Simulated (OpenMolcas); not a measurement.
## Rh4+ in Cs2GeF6: curves along the breathing mode

Rh4+ with its 6 nearest fluoride ions, on the Ge site of Cs2GeF6 (a = 9.021 Å, distance in the model lattice 1.804 Å). The rest of the host is ab initio model potentials to 7.6 Å and point charges beyond; the distance is set by hand and nothing relaxes. Ligand basis ANO-RCC-VDZP.

```json
{
 "Program": "OpenMolcas",
 "Method": "CASSCF",
 "Basis": "ANO-RCC-VDZP [6s5p3d1f]",
 "Scalar Hamiltonian": "DKH2, point nucleus",
 "Active space": "5 electrons in 5 orbitals (4d)",
 "State averaging": "2S+1 = 6 even, 1 root; 2S+1 = 4 even, 24 roots; 2S+1 = 2 even, 75 roots",
 "Spin-orbit coupling": "RASSI with atomic mean-field integrals over the reference wave functions"
}
```

Spin-free energies (labels of O, the rotations of Oh) in cm-1 above the lowest fitted minimum, as all ligands move together:

```
R (Å)    2T2    6A1    2A2     2E    2A1     4E  2E(2)
1.749  15470  61090  53930  58060  69310  83540  76360
1.791   6380  44060  40970  45080  56230  66620  62850
1.832   1580  32490  32840  36940  47960  55120  54110
1.873     50  25040  28390  32460  43340  47710  48950
1.914   1180  20980  26950  30990  41700  43660  46730
1.955   4480  19720  27950  31960  42490  42380  46900
1.997   9680  20790  31040  35020  45340  43390  49100
```

Cubic fits give the following; the wavenumber is harmonic, with the mass of all moving ligands, small differences in it between states hang on the degree of the fit, a number in brackets counts states of one label, and the table is a selection of at most 14 states with clean curves.

| State | R0 (Å) | Breathing mode (cm-1) | Minimum (cm-1) |
| --- | --- | --- | --- |
| 2T2 | 1.875 | 692 | 0 |
| 6A1 | 1.955 | 613 | 19780 |
| 2A2 | 1.915 | 657 | 26940 |
| 2E | 1.916 | 656 | 30980 |
| 2A1 | 1.919 | 647 | 41680 |
| 4E | 1.956 | 607 | 42430 |
| 2E(2) | 1.929 | 621 | 46560 |
| 4E(2) | 1.957 | 605 | 46930 |
| 2A1(2) | 1.957 | 605 | 51080 |
| 2E(3) | 1.951 | 620 | 56340 |
| 2A2(2) | 1.957 | 606 | 60640 |
| 2A1(3) | 1.957 | 605 | 62880 |
| 2E(4) | 1.952 | 620 | 63990 |
| 2E(5) | 1.956 | 608 | 73390 |

The minimum of 2A2 is shifted by +0.0405 Å against 2T2 (from the unrounded fits). With M = 114.0 u for the moving shell, the Huang-Rhys factor in this mode is S = M ω ΔR² / 2ħ = 0.01483 × 114.0 × 692 × 0.0405² = 1.92. Only the first shell moves, against a rigid host.

An orbital triplet at a regular site is open to Jahn-Teller coupling, which can distort the site and quench the lowest spin-orbit gaps and is left out. Without dynamic correlation the repulsion within the d shell is too large (B by tens of per cent), so at a given field states of lower spin stand too high. The least metal-like active orbital is 69 % on the metal (Löwdin) and no ligand orbital is active, so the numbers are rough, and ground spin, moment and any spin crossover can be artefacts of this space; highly charged d ions in such sites are as a rule low spin. With metal d orbitals alone the field can be off either way by tens of per cent. Ligand-to-metal charge-transfer states are missing. With no ligand orbital active B as a rule stays too high, so bands that hang on it stand too high and its fall with covalency is understated. This shell can be high or low spin here, a state of another spin lies low, and with metal d orbitals alone active their balance is uncertain, so the ground spin may be wrong, although the usual error favours high spin (holds for R = 1.997). No measured value stands beside these numbers.
